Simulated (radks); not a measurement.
The numbers below are computed, except where a source is named.
Ionisation ladder of iodine, from I22+ to I43+. Each ion is in the ground configuration listed by NIST, and IE = E(next ion) - E(this ion). Level of theory: scalar-relativistic Kohn-Sham, PBEsol, spin-polarised, spherical densities, finite nucleus; open shells are filled with parallel spins first (spin-orbit coupling, left out, can overturn this in heavy ions); Fermi nuclear charge, rms radius 4.75 fm (a radial shooting solver on a logarithmic mesh with Libxc functionals).

species,configuration,"IE, Delta-SCF (eV)",-e(HOMO) (eV),HOMO,<r> HOMO (bohr),"IE, NIST (eV)",kind,error (eV)
I22+,[Ar] 3d10 4s2 4p1,674.92,659.33,4p up,0.674,683,theory,-8.1
I23+,[Ar] 3d10 4s2,767.59,752.03,4s,0.649,762,theory,+5.6
I24+,[Ar] 3d10 4s1,804.37,788.62,4s up,0.644,800.8,semi-emp.,+3.6
I25+,[Ar] 3d10,1402.0,1364.2,3d,0.279,1397,theory,+5.0
I26+,[Ar] 3d9,1479.5,1441.0,3d down,0.276,1472,theory,+7.5
I27+,[Ar] 3d8,1558.3,1519.2,3d down,0.273,1553,theory,+5.3
I28+,[Ar] 3d7,1638.1,1598.5,3d down,0.269,1639,theory,-0.9
I29+,[Ar] 3d6,1718.9,1678.9,3d down,0.266,1720,theory,-1.1
I30+,[Ar] 3d5,1824.8,1782.9,3d up,0.262,1812,theory,+12.8
I31+,[Ar] 3d4,1910.4,1867.9,3d up,0.259,1911,theory,-0.6
I32+,[Ar] 3d3,1997.2,1954.2,3d up,0.256,1999,theory,-1.8
I33+,[Ar] 3d2,2085.1,2041.6,3d up,0.253,2093,theory,-7.9
I34+,[Ar] 3d1,2173.8,2129.9,3d up,0.251,2181,theory,-7.2
I35+,[Ar],2455.7,2417.1,3p,0.280,2431,theory,+24.7
I36+,[Ne] 3s2 3p5,2534.6,2496.2,3p down,0.278,2510,theory,+24.6
I37+,[Ne] 3s2 3p4,2612.3,2574.6,3p down,0.276,2598,theory,+14.3
I38+,[Ne] 3s2 3p3,2715.6,2675.5,3p up,0.274,2680,theory,+35.6
I39+,[Ne] 3s2 3p2,2797.1,2757.3,3p up,0.272,2836,theory,-38.9
I40+,[Ne] 3s2 3p1,2877.5,2838.4,3p up,0.270,2926,theory,-48.5
I41+,[Ne] 3s2,3104.3,3069.4,3s,0.277,3096,theory,+8.3
I42+,[Ne] 3s1,3191.6,3156.4,3s up,0.276,3185.5,semi-emp.,+6.1
I43+,[Ne],7440.5,7331.6,2p,0.100,7337,theory,+103.5

Reference values: NIST Atomic Spectra Database (exp. = measured, semi-emp. = semi-empirical, theory = theoretical value adopted there). The ionisation energy per charge of the ion left behind rises most, in proportion, at I43+ ([Ne]), from 74.223 to 169.10 eV. Open shells are spherical and high-spin; term and fine-structure splittings are not resolved. Spin-orbit splitting is averaged out at the scalar-relativistic level.
